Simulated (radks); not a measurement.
Species: Tl75+. Configuration: [He] 2s2 2p2.

Method: scalar-relativistic Kohn-Sham, BLYP, spin-polarised, spherical densities, finite nucleus; open shells are filled with parallel spins first (spin-orbit coupling, left out, can overturn this in heavy ions); Fermi nuclear charge, rms radius 5.4759 fm; computed with a radial shooting solver on a logarithmic mesh with Libxc functionals.

Energy parts (eV):
| part | energy |
|---|---|
| total | -287071.91 |
| kinetic | 344526.23 |
| electron-nucleus | -639469.92 |
| Hartree | 10660.76 |
| exchange-correlation | -2788.99 |

Orbitals (lengths in bohr, moments of r in powers of bohr; <r^-3> diverges for s and p1/2):
orbital  occ.  eigenvalue (eV)      <r^2>  <r^-3>       <r^4>
1s up       1        -94480.25  0.0003669       -   3.706e-07
1s down     1        -94436.59  0.0003665       -   3.699e-07
2s up       1        -23079.29   0.005242       -  0.00004682
2s down     1        -23000.41   0.005257       -  0.00004710
2p up       2        -21094.60   0.004342   30650  0.00003651
2p down     0        -21003.83   0.004359   30570  0.00003683

The highest occupied level is 2p up at -21095 eV. Summed over all electrons, <r^2> = 0.01992 bohr^2, which gives a Langevin (diamagnetic) susceptibility term of -0.0158 x 10^-6 cm^3/mol. The density falls to 0.001 e/bohr^3 at r = 0.27 bohr.
